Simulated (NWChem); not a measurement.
System: CH5BeN; SMILES [CH3][Be][NH2]

Here is an NWChem input.

```
start job
memory heap 200 mb stack 900 mb global 1100 mb
geometry units angstroms noautoz
  Be    -0.005684     0.067779     0.001368
  C     -0.001552    -1.611276    -0.001737
  H     -0.504218    -2.041757     0.881819
  H      1.027051    -2.015446     0.000102
  H     -0.498239    -2.034343    -0.892419
  N     -0.000050     1.572305    -0.000245
  H     -0.821715     2.167812     0.000290
  H      0.826187     2.161421    -0.006281
end
basis spherical
  * library 6-31+g*
end
dft
  xc xpbe96 cpbe96
  iterations 150
end
tddft
  nroots 8
  notriplet
end
task tddft energy
```

The geometry was optimised at PBE0/def2-SVP.

Vertical excitations in the gas phase.

Task: Predict the main results of this run. (PBE/6-31+G* (spherical d), full TDDFT.) Quantities: lowest excitation, singlet (eV); oscillator strength of that lowest state; lowest state with f > 0.02, singlet (eV); oscillator strength of that bright state; orbital gap (eV).

Result: 
```
Item                                      Value
----------------------------------------  -----
lowest excitation, singlet (eV)            5.02
oscillator strength of that lowest state  0.058
lowest state with f > 0.02, singlet (eV)   5.02
oscillator strength of that bright state  0.058
orbital gap (eV)                           4.95
```
